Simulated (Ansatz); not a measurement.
F$_{3}$GeH$_{3}$Sn (`[F][Sn]([F])([F])[GeH3]`). The species carries charge 0 and has multiplicity 1. Sn takes the def2 core potential.

Z-matrix (Å, degrees):
```
Sn
F 1 1.903
F 1 1.903 2 103.4
F 1 1.903 2 103.4 3 107.5
Ge 1 2.595 2 115.0 3 -126.2
H 5 1.528 1 106.4 2 60.4
H 5 1.528 1 106.4 2 -59.6
H 5 1.528 1 106.4 2 -179.6
```

**Question.** List the harmonic frequencies (cm⁻¹, unscaled) at PBE0-D4/def2-TZVP in Ansatz. (Best estimate.)

**Answer.** Ansatz gave: 43, 75, 76, 171, 172, 175, 237, 470, 470, 633, 639, 639, 762, 869, 869, 2186, 2208, 2208.

**Question.** Is this a minimum?

**Answer.** Yes, all 18 modes are real.

**Question.** Give the ideal-gas thermochemistry at 298.15 K and 1 bar (rigid rotor, harmonic oscillator; point group C3v, symmetry number 3).

**Answer.** Zero-point energy 77.2 kJ/mol; H(298) − E = 102.5 kJ/mol; entropy 397.3 J/(mol·K), of which translation 177.8, rotation 113.3, vibration 106.2; G(298) − E = -16.0 kJ/mol. Modes under 100 cm⁻¹ are hindered rotations or soft bends, so the harmonic entropy is rough.
